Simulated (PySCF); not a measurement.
C3H2N3, SMILES c1ncn[c]n1, multiplicity 2.

Geometry: B3LYP-D3(BJ)/def2-SVP. The isomer is the one that the SMILES or the coordinates give; other isomers of the formula were not compared.

Method: SMD-M06-2X/6-31G* run with PySCF.

Solvation free energies are E(SMD) − E(gas) at the gas-phase geometry, for 1 M in both phases. In vacuum the dipole moment is 1.29 D.

```csv
solvent,ΔG(solv) (kcal/mol),its non-electrostatic (CDS) part,dipole (D)
water,-4.7,1.7,1.78
"N,N-dimethylformamide",-11.2,-5.0,1.76
cyclohexanone,-11.2,-5.4,1.73
```
